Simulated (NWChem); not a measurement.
System: SiH3TeF; SMILES [SiH3][Te]F

The following NWChem deck was run.

```
start job
memory heap 200 mb stack 900 mb global 1100 mb
geometry units angstroms noautosym nocenter noautoz
  Te    -0.276467     0.522356    -0.013700
  F      1.644529     0.890899     0.020567
  Si     0.089359    -1.955914    -0.003457
  H      0.804693    -2.381669     1.232360
  H      0.852374    -2.384074    -1.209553
  H     -1.293018    -2.523496    -0.029797
end
basis spherical
  Te library def2-svpd
  F library def2-svpd
  Si library def2-svpd
  H library def2-svpd
end
ecp
  Te library def2-ecp
end
dft
  xc pbe0
  iterations 150
end
property
  response 1 0.0428
end
task dft property
```

NWChem printed, in part:

```
             Northwest Computational Chemistry Package (NWChem) 7.3.0
             --------------------------------------------------------

                             Geometry "geometry" -> ""
                             -------------------------

 Output coordinates in angstroms (scale by  1.889725989 to convert to a.u.)

  No.       Tag          Charge          X              Y              Z
 ---- ---------------- ---------- -------------- -------------- --------------
    1 Te                  52.0000    -0.27646700     0.52235600    -0.01370000
    2 F                    9.0000     1.64452900     0.89089900     0.02056700
    3 Si                  14.0000     0.08935900    -1.95591400    -0.00345700
    4 H                    1.0000     0.80469300    -2.38166900     1.23236000
    5 H                    1.0000     0.85237400    -2.38407400    -1.20955300
    6 H                    1.0000    -1.29301800    -2.52349600    -0.02979700

 Effective nuclear repulsion energy (a.u.)     345.2350353718

                                 NWChem DFT Module
                                 -----------------

 Summary of "ao basis" -> "ao basis" (spherical)
 ------------------------------------------------------------------------------
       Tag                 Description            Shells   Functions and Types
 ---------------- ------------------------------  ------  ---------------------
 Te                        def2-svpd                13       35   5s5p3d
 F                         def2-svpd                 9       23   4s3p2d
 Si                        def2-svpd                10       24   5s3p2d
 H                         def2-svpd                 4        8   2s2p

            General Information
            -------------------
          SCF calculation type: DFT
          Wavefunction type:  closed shell.
          No. of atoms     :     6
          No. of electrons :    50
           Alpha electrons :    25
            Beta electrons :    25
          Charge           :     0
          Spin multiplicity:     1
          Use of symmetry is: off; symmetry adaption is: off
          Maximum number of iterations: 150
          AO basis - number of functions:   106
                     number of shells:    44
          Convergence on energy requested:  1.00D-06
          Convergence on density requested:  1.00D-05
          Convergence on gradient requested:  5.00D-04

              XC Information
              --------------
                         PBE0 Method XC Functional
                     Hartree-Fock (Exact) Exchange  0.250
          PerdewBurkeErnzerhof Exchange Functional  0.750
            Perdew 1991 LDA Correlation Functional  1.000 local
           PerdewBurkeErnz. Correlation Functional  1.000 non-local

             Grid Information
             ----------------
          Grid used for XC integration:  medium
          Radial quadrature: Mura-Knowles
          Angular quadrature: Lebedev.
          Tag              B.-S. Rad. Rad. Pts. Rad. Cut. Ang. Pts.
          ---              ---------- --------- --------- ---------
          Te                  1.40      123          12.0       590
          F                   0.50       49          12.0       434
          Si                  1.10       88          13.0       590
          H                   0.35       45          12.0       434
          Grid pruning is: on
          Number of quadrature shells:   395
          Spatial weights used:  Erf1

      Superposition of Atomic Density Guess
      -------------------------------------

 Sum of atomic energies:        -700.75557330

      Non-variational initial energy
      ------------------------------

 Total energy =    -656.830059
 1-e energy   =   -1368.225874
 2-e energy   =     530.617781
 HOMO         =      -0.236240
 LUMO         =      -0.108789

   convergence    iter        energy       DeltaE   RMS-Dens  Diis-err
 ---------------- ----- ----------------- --------- --------- ---------
 d= 0,ls=0.0,diis     1   -658.7134542210 -8.39D+02  1.38D-02  4.91D-01
 d= 0,ls=0.0,diis     2   -658.5721627506  1.41D-01  7.41D-03  2.12D+00
 d= 0,ls=0.0,diis     3   -658.7807145322 -2.09D-01  1.61D-03  1.47D-02
 d= 0,ls=0.0,diis     4   -658.7821630680 -1.45D-03  5.78D-04  2.62D-03
 d= 0,ls=0.0,diis     5   -658.7825880121 -4.25D-04  1.55D-04  1.09D-04
  Resetting Diis
 d= 0,ls=0.0,diis     6   -658.7826061836 -1.82D-05  3.80D-05  7.16D-06
 d= 0,ls=0.0,diis     7   -658.7826074138 -1.23D-06  1.12D-05  2.20D-07
 d= 0,ls=0.0,diis     8   -658.7826074266 -1.28D-08  5.08D-06  2.02D-07

         Total DFT energy =     -658.782607426633
      One electron energy =    -1369.510799570444
           Coulomb energy =      582.972546945261
    Exchange-Corr. energy =      -53.022388846728
 Nuclear repulsion energy =      180.778034045277

 Numeric. integr. density =       49.999990868741

                       DFT Final Molecular Orbital Analysis
                       ------------------------------------

[...]

 DFT Linear Response polarizability / au
 Frequency  =       0.0428000 / au
 Wavelength =    1064.5643224 / nm
              X              Y              Z
 -----------------------------------------------
 X      63.8447673     -2.6101851      0.0156796
 Y      -2.6101872     90.8924387     -0.0883380
 Z       0.0156796     -0.0883379     63.1612203
 -----------------------------------------------
 Eigenvalues =      63.5952987     91.1423125     63.1608152
 Isotropic   =      72.6328088
 Anisotropic =      27.7668051
 -----------------------------------------------

 Magnetic Dipole Response Matrix (nonzero elements):
```

Level: PBE0/def2-SVPD with def2 effective core potentials on Te. Coordinates come from a PBE0/def2-SVP optimisation. def2 effective core potentials on Te; no spin-orbit coupling.
